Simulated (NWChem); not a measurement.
Molecule: C₃H₅F; SMILES C/C=C\F

```xyz
9

C      0.5515     1.4840     0.0000
C     -0.6511     0.5911     0.0000
C     -0.6162    -0.7502     0.0000
F      0.5384    -1.4477     0.0000
H      1.4884     0.8955     0.0000
H      0.5601     2.1494     0.8897
H      0.5601     2.1494    -0.8897
H     -1.6548     1.0468     0.0000
H     -1.5029    -1.4055     0.0000
```
Atoms are numbered in this order, from 1.

Level: PBE-D3(BJ)/def2-SVP (NWChem), optimised geometry, unscaled harmonic frequencies. 

Task: List the harmonic frequencies with IR intensities, and the thermochemistry.

Result: 
| frequency (cm⁻¹) | IR intensity (km/mol) |
|---|---|
| 148 | 0.1 |
| 238 | 3.2 |
| 422 | 12.9 |
| 663 | 0.7 |
| 738 | 28.8 |
| 892 | 0.3 |
| 922 | 6.8 |
| 1002 | 62.5 |
| 1007 | 0.6 |
| 1116 | 27.7 |
| 1228 | 41.2 |
| 1318 | 5.7 |
| 1368 | 13.9 |
| 1409 | 8.5 |
| 1410 | 0.4 |
| 1710 | 53.4 |
| 2965 | 21.1 |
| 3030 | 11.4 |
| 3083 | 4.3 |
| 3109 | 0.6 |
| 3131 | 17.0 |

| Property | Value |
|---|---|
| zero-point energy | 44.2 kcal/mol |
| thermal correction to the enthalpy at 298.15 K (with zero-point energy) | 47.7 kcal/mol |
| heat capacity Cv | 15.4 cal/(mol K) |
| entropy at 298.15 K and 1 atm (symmetry number 1) | 69.0 cal/(mol K) |
| dipole moment | 1.17 D |

Rigid rotor and harmonic oscillator.
